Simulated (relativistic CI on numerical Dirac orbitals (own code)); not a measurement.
**Re5+: 4f photoemission**

Computed with this model: Dirac-Coulomb-Breit CI, KLI orbitals optimised for each configuration, QED by a radiative potential, valence Slater integrals scaled by 0.7, multiplet model of photoemission in the sudden approximation; configurations [Xe] 4f14 5d2 → [Xe] 4f13 5d2; 300 K; Lorentzian 0.35 eV and Gaussian 0.5 eV FWHM. Energies are those of the free ion, without screening or charge transfer. The energies are binding energies and can lie tens of eV above those of solids. S is read from ⟨S²⟩ = S(S + 1).

Field parameters in Wybourne normalisation: Oh B⁴₀ = 21Dq, B⁴₄ = √(5/14) B⁴₀. The field is a parameter set, without covalency.

Computed curve for free ion, scaled to 100 at the maximum (points under 2 are left out and the grid is thinned):

```csv
Energy (eV),Intensity
110.7,2.0
110.8,2.3
110.9,2.6
111.1,3.3
111.2,3.8
111.3,4.5
111.4,5.4
111.5,6.6
111.7,11.1
111.8,15.2
111.9,21.5
112.0,30.9
112.1,43.7
112.3,75.5
112.4,89.5
112.5,98.4
112.6,100.0
112.7,94.0
112.9,66.1
113.0,50.2
113.1,36.6
113.2,26.4
113.3,19.8
113.5,13.8
113.6,13.0
113.7,12.9
113.8,13.3
113.9,14.1
114.1,17.1
114.2,19.6
114.3,22.7
114.4,26.6
114.6,37.0
114.7,43.5
114.8,50.0
114.9,54.8
115.0,55.8
115.2,45.7
115.3,37.6
115.4,30.3
115.5,24.7
115.6,21.2
115.8,18.5
115.9,18.4
116.0,18.4
116.1,18.3
116.2,17.9
116.4,16.7
116.5,16.1
116.6,15.3
116.7,13.9
116.8,12.1
117.0,8.1
117.1,6.4
117.2,5.1
117.3,4.1
117.4,3.4
117.6,2.6
117.7,2.3
117.8,2.1
```

The ground state has S = 0.92, and the centroid lies at 113.80 eV.
